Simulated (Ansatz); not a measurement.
Geometry optimisation, RKS PBE0-D4/def2-SVP in Ansatz 0.2.0.

Input file:

```yaml
crystal:
  periodic: [false, false, false]
  atoms:
    - { symbol: B, position_ang: [0.0, 0.0, 0.0] }
    - { symbol: H, position_ang: [0.0, 0.0, 1.54] }
    - { symbol: Cl, position_ang: [1.6108, 0.0, -0.93] }
    - { symbol: F, position_ang: [-1.1431, 0.0, -0.66] }
    - { symbol: Cl, position_ang: [0.4543, -1.9988, 0.6811] }
    - { symbol: H, position_ang: [0.1943, -0.8549, 1.6586] }
basis:
  gaussian: { orbitals: def2-SVP }
hamiltonian:
  xc: pbe0
  dispersion: d4
relax:
  f_tol: 0.15
  max_steps: 25
  restrain:
    - { distance: [0, 4], at: 1.86, k: 30.0 }
    - { distance: [5, 1], at: 0.66, k: 30.0 }
    - { distance: [0, 1], at: 2.39, k: 30.0 }
    - { distance: [5, 4], at: 2.57, k: 30.0 }
output:
  orbitals: {}
```

Run as:

```bash
$ ansatz run input.yaml --threads 1 --pin off --max-ram 2048MiB --backend cpu --events-out ev --progress --plain --runs-dir out
```

**Question.** Where does it end, and by what steps?

**Answer.** It converged. The restraints hold the end off the free minimum; the threshold counts their pulls, which the force column leaves out. Restrained pairs: B1–Cl5 (2.16 → 1.82 Å), H2–H6 (0.88 → 0.72 Å), B1–H2 (1.54 → 2.39 Å), Cl5–H6 (1.53 → 2.58 Å). After 7 steps the energy has fallen by 3.028 eV (the restraints' own energy left out); B1 moved furthest, 0.71 Å.

```tsv
step	energy less start (eV)	largest force component (eV/Å)	accepted
0	0.0000	3.772	yes
1	-0.4734	4.744	yes
2	-1.4873	4.448	yes
3	-2.4990	2.682	yes
4	-2.8519	3.970	yes
5	-3.0236	1.846	yes
6	-3.0084	1.892	yes
7	-3.0278	1.783	yes
```

```xyz
6
Properties=species:S:1:pos:R:3
B 0.157 -0.589 -0.373
H 0.006 0.256 1.863
Cl 1.583 0.284 -0.847
F -1.025 -0.043 -0.481
Cl 0.273 -2.314 0.179
H 0.122 -0.447 1.949
```

Run time: 25 s on 1 thread of Intel(R) Xeon(R) Platinum 8259CL CPU @ 2.50GHz (Skylake/Cascade Lake) (shared host), peak memory 0.16 GiB.
